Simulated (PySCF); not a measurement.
## MP anions for M along the chalcogens

MP2 with double-zeta basis sets in PySCF, for the lowest determinant that a PBE0 search found; no spin–orbit coupling. De refers to high-spin ground-configuration atoms (the charge goes to the atom of lower measured ionisation energy or higher electron affinity, which is not always the lowest computed limit).

```
 M           basis  reference, frozen orbitals  charged atom  state (unpaired electrons)  Re (Å)  ωe (cm⁻¹)  De (eV)
 O  aug-cc-pVDZ-DK                      UHF, 6            O−              triplet (π ↑↑)   1.604        935      n/a
 S       def2-SVPD                     UHF, 10            S−              triplet (π ↑↑)   2.033        606      n/a
Te       def2-SVPD                      UHF, 9           Te−              triplet (π ↑↑)   2.381        392      n/a
```

The shortest bond is that of PO⁻ (1.604 Å), the longest that of TeP⁻ (2.381 Å).

The rows differ in basis set, which adds steps of its own.

Relativity is treated differently too: O spin-free X2C; S no relativity; Te scalar-relativistic core potentials.

De is n/a where a free atom or ion gave no sound limit at this level.

Down a group bonds as a rule get longer and wavenumbers fall, partly through the reduced mass; this series shows no clear exception.

Correlated steps freeze the inner cores (6 to 10 orbitals); shallow outer-core shells are correlated. These are scalar-relativistic numbers at best; spin–orbit coupling would shift them, the dissociation energy most. States were picked by a PBE0 search and need not be the measured ground states.
